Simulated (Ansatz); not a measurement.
Energy needed to pull apart GaH$_{2}$Cl (SMILES [Cl][GaH2]), closed shell, into free ground-state atoms, from the structure below (displaced at random from a GFN2-xTB minimum); no zero-point or spin–orbit terms; open-shell atoms are treated unrestricted, in their ground-state multiplicity.

```tsv
atom	x (Å)	y (Å)	z (Å)
Cl1	-1.8818	0.6031	-0.8350
Ga2	0.1120	0.0003	0.0593
H3	0.7690	-1.5873	0.1144
H4	1.1423	0.9408	0.7787
```

Computed with Ansatz 0.2.0 (basis: def2-TZVPP); correlated methods freeze the cores. Filled d shells of the heavier atoms are correlated. The def2 sets are not built for correlating such inner shells, so the correlated values are less sure here. B3LYP uses VWN-RPA correlation.

| method | atomization energy (eV) |
| --- | --- |
| PBE-D4 | 9.12 |
| r2SCAN-D4 | 9.29 |
| PBE0-D4 | 9.07 |
| B3LYP-D4 | 9.04 |
| CAM-B3LYP-D4 | 9.10 |
| wB97M-V | ? |
| HF | 6.94 |
| MP2 | 9.14 |
| CCSD | ? |
| CCSD(T) | 9.14 |

Problem. What does wB97M-V give? (To be estimated.)

Solution. The calculation gives: 9.18 eV, which is about 0.04 eV more than CCSD(T)/def2-TZVPP.

Problem. What does CCSD give? (An estimate is asked for; the value comes from the calculation.)

Solution. By the calculation: 9.02 eV, which is about 0.12 eV less than CCSD(T)/def2-TZVPP.

In triple zeta the MP2 and coupled-cluster atomization energies are still short of their basis limit by a few kcal/mol a bond, whereas those of the functionals are nearly converged, so these differences are not deviations from converged CCSD(T).

T1 diagnostic: at most 0.013.

For scale, one of the runs: CCSD(T)/def2-TZVPP forces, 118 basis functions (an equivalent command: `ansatz run in.yaml --threads 4`). The run took 18 s on 4 CPU threads (shared host), with 0.73 GiB of host memory at its peak.
